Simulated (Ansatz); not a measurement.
Basis-set extrapolation for `C/C=C/CCCC` (PBE0-D4/def2-TZVP geometry, frozen core, Ansatz 0.2.0). Multiplicity 1, RHF reference.

```tsv
	def2-TZVPP	def2-QZVPP
HF	-273.316747	-273.329499
MP2 correlation	-1.205661	-1.280462
CCSD(T) correlation	-1.331985	not run
```

Energies in hartree. Use E(X) = E(∞) + A·exp(−7.88·√X) for Hartree–Fock and E(X) = E(∞) + B·X^(−2.97) for correlation, with X = 3 and 4, and add CCSD(T) minus MP2 of the smaller set to the MP2 limit.

Task: What is the CCSD(T) energy at the basis-set limit?

Result: HF limit: -273.329499 + (-0.012752) × 0.13774 = -273.33126. MP2 limit: -1.280462 + (-0.074801) × 0.74074 = -1.33587. Higher-order term: -1.331985 − (-1.205661) = -0.12632. Total: -274.79345 hartree, 380.0 kJ/mol below CCSD(T)/def2-TZVPP.
